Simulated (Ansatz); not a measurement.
Gas-phase electronic energies from Ansatz, PBE0-D4/def2-TZVP geometries. CCSD(T)/CBS adds triple-zeta CCSD(T) − MP2 to the extrapolated MP2 energy (def2 sets, frozen cores). This one scheme is used for every species. DFT in def2-TZVPP. B3LYP here is the variant with VWN-RPA as its local correlation; programs differ in this. Each species was taken in one conformer, which may not be the lowest.

Reaction (silylene formation by 1,1-elimination): `N[Si](N)([SiH3])[SiH3]` → `N[Si]N` + `[SiH3][SiH3]`

`N[Si](N)([SiH3])[SiH3]`:

```xyz
15

N     1.650   -0.507   -0.991
Si    0.400    0.036    0.061
N     1.168    0.762    1.420
Si   -1.017    1.708   -0.803
Si   -0.893   -1.881    0.513
H     1.485   -1.267   -1.631
H     2.321    0.149   -1.361
H     0.692    1.463    1.961
H     1.805    0.225    1.988
H    -0.237    2.810   -1.437
H    -1.878    2.311    0.256
H    -1.915    1.127   -1.841
H    -1.285   -2.595   -0.737
H    -0.153   -2.846    1.376
H    -2.143   -1.495    1.226
```

`N[Si]N`:

```xyz
7

N     0.107    0.441    1.236
Si   -1.113   -0.134    0.175
N    -0.172   -0.449   -1.226
H    -0.128    0.721    2.174
H     1.092    0.548    1.046
H     0.821   -0.318   -1.346
H    -0.607   -0.809   -2.059
```

`[SiH3][SiH3]`:

```xyz
8

Si    1.077   -0.332   -0.311
Si   -1.077    0.332    0.311
H     1.173   -0.447   -1.791
H     2.079    0.664    0.154
H     1.403   -1.653    0.291
H    -2.079   -0.662   -0.158
H    -1.402    1.654   -0.288
H    -1.174    0.444    1.792
```

CCSD(T)/CBS gives +105.8 kJ/mol.

(1) Another level gave +78.8 kJ/mol. Which?
A. B3LYP/def2-TZVPP
B. B2PLYP/def2-TZVPP
C. CCSD(T)/def2-TZVPP
D. PBE0/def2-TZVPP

Largest T1 diagnostic among the species: 0.013.

Results:

(1) A. B3LYP 78.8, CCSD(T)/def2-TZVPP 99.8, B2PLYP 90.4, PBE0 108.2 kJ/mol.

From PBE to PBE0 (25 % exact exchange), in def2-TZVPP and without D4, ΔE moves by +9.6 kJ/mol. In def2-TZVPP, CCSD(T) changes the Hartree–Fock value by +20.0 kJ/mol (the triples alone add +3.6 kJ/mol) and MP2 by +28.5 kJ/mol. The D4 term adds +22.3 kJ/mol with B3LYP and +12.9 kJ/mol with PBE0; it sums over pairs of atoms, weighted by their polarisabilities, and B3LYP, whose exchange is more repulsive, gets the larger term.
